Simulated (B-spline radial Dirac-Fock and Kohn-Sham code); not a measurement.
# Binding energies of Co³⁺ in different valence configurations

Method: ΔSCF Dirac-Fock with Breit, self-energy and vacuum polarisation, finite nucleus, configuration average. Computed with a radial atomic solver. Correlation and solid-state effects are left out.

Reference: the tabulated ground configuration [Ar] 3d6, with 2s 986.7 eV, 2p1/2 852.6 eV, 2p3/2 838.1 eV, 3p1/2 118.5 eV, 3p3/2 116.6 eV, 3d 53.10 eV, Kα1 6928.0 eV, Kβ1 7649.6 eV.

Shifts from the reference in eV.

| configuration | average energy | 2s | 2p1/2 | 2p3/2 | 3p1/2 | 3p3/2 | 3d | Kα1 | Kβ1 |
| --- | --- | --- | --- | --- | --- | --- | --- | --- | --- |
| [Ar] 3d5 4p1 | +22.09 | +13.21 | +13.08 | +13.09 | +9.62 | +9.57 | +9.85 | -1.12 | +2.40 |
| [Ar] 3d5 4s1 | +14.28 | +11.97 | +11.81 | +11.82 | +8.34 | +8.28 | +8.60 | -1.15 | +2.39 |
| [Ar] 3d4 4s2 | +35.27 | +25.36 | +24.83 | +24.83 | +17.15 | +17.03 | +17.90 | -2.23 | +5.58 |
